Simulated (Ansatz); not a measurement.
One change: `O=C[SiH2][SiH2][SiH3]` becomes `C#C[SiH2]C=O`.

Ansatz, PBE0-D4/def2-TZVP geometries, multiplicity 1. Each molecule was computed in one conformer, which needn't be the lowest.

```csv
property,`O=C[SiH2][SiH2][SiH3]`
LUMO energy (B3LYP/def2-TZVPP) / eV,-2.01
LUMO energy (PBE/def2-TZVPP) / eV,-2.91
HOMO energy (PBE/def2-TZVPP) / eV,-5.76
LUMO energy (ωB97M-V/def2-TZVPP) / eV,0.49
HOMO–LUMO gap (ωB97M-V/def2-TZVPP) / eV,9.92
HOMO energy (ωB97M-V/def2-TZVPP) / eV,-9.43
```

(1) Give the same properties after the change, and the shifts. (Estimate.)

Answers

(1) Ansatz gave: 
```tsv
property	`C#C[SiH2]C=O`	shift
LUMO energy (B3LYP/def2-TZVPP) / eV	-2.09	-0.08
LUMO energy (PBE/def2-TZVPP) / eV	-2.98	-0.07
HOMO energy (PBE/def2-TZVPP) / eV	-5.76	0.00
LUMO energy (ωB97M-V/def2-TZVPP) / eV	0.41	-0.08
HOMO–LUMO gap (ωB97M-V/def2-TZVPP) / eV	9.86	-0.06
HOMO energy (ωB97M-V/def2-TZVPP) / eV	-9.45	-0.02
```

B3LYP here is the variant with VWN-RPA as its local correlation; programs differ in this.
